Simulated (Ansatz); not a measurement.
`[OH][Mo]([OH])(=[S])=[S]` + CH₄ → `[CH3][Mo]([OH])(=[S])=[S]` + H₂O at 700 K and 1 bar (formal exchange of groups at a Mo–O bond).

Calculated with Ansatz (gas phase, PBE0-D4/def2-TZVP geometries, no zero-point term in ΔE). CCSD(T)/CBS is the MP2 limit (def2-TZVPP, def2-QZVPP) plus CCSD(T) − MP2 in def2-TZVPP, frozen cores. This one scheme is used for every species. Elements past krypton have def2 core potentials. For Mo outer-core shells are correlated without core-valence functions, which leaves a few kJ/mol of doubt a bond. Each species was taken in one conformer, which may not be the lowest.

```tsv
species	CCSD(T)/CBS energy (Eh)	H − E (kJ/mol)	S (J/(mol·K))
`[OH][Mo]([OH])(=[S])=[S]`	-1015.38732	151.4	455.9
CH₄	-40.46206	145.9	224.0
`[CH3][Mo]([OH])(=[S])=[S]`	-979.43620	217.5	485.2
H₂O	-76.37941	80.5	218.4
```

H − E and S are ideal-gas, rigid-rotor, harmonic terms from PBE0-D4/def2-TZVP, for one conformer and one mirror image of each species. 1 Eh = 2625.50 kJ/mol, R = 8.31446 J/(mol·K).

Problem. By hand: ΔE, ΔH, ΔS and ΔG.

Solution. ΔE = (-979.43620) + (-76.37941) − (-1015.38732) − (-40.46206) = 0.03377 Eh = 88.7 kJ/mol. Δ(H − E) = 217.5 + 80.5 − 151.4 − 145.9 = 0.7, so ΔH = 89.4 kJ/mol. ΔS = 485.2 + 218.4 − 455.9 − 224.0 = 23.7 J/(mol·K). ΔG = 89.4 − 700 × (23.7)/1000 = 72.8 kJ/mol.

Problem. By hand: the equilibrium constant, and the temperature at which ΔG would vanish if ΔH and ΔS stayed fixed.

Solution. log₁₀ K = −ΔG/(RT ln 10) = -5.4. ΔG = 0 at ΔH/ΔS = 3772 K, far beyond where these terms or the molecules hold.

ΔH outweighs TΔS. A doubt of 5 kJ/mol in ΔE shifts log₁₀ K by 0.4 here. Other conformers and mirror images would add mixing entropy, several J/(mol·K) or more a flexible species. These are equilibria of isolated gas molecules and say nothing of rates. Largest T1 diagnostic: 0.025 (customary marks: 0.02 for closed shells, 0.045 for open ones).
